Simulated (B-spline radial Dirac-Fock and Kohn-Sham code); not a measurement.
Diagram lines of Cd⁷⁺

System: Cd⁷⁺ in the configuration [Kr] 4d5.

Calculated with a radial finite-basis atomic code, using Dirac-Fock (average of configuration) total-energy differences with a finite nucleus, the Breit interaction including its frequency dependence, and self-energy and vacuum-polarisation corrections. A line energy is the difference of two single-hole energies; the list is a selection of electric-dipole transitions between resolved j subshells. The model has no electron correlation.

```tsv
line	energy (keV)	wavelength (Å)
K-N3	26.656	0.46512
K-N2	26.650	0.46523
K-M3	26.093	0.47516
K-M2	26.058	0.47580
K-L3	23.171	0.53508
K-L2	22.981	0.53950
L1-N3	3.9716	3.1218
L1-N2	3.9650	3.1269
L2-N1	3.6262	3.4192
L3-N1	3.4364	3.6080
L1-M3	3.4081	3.6380
L1-M2	3.3732	3.6755
```
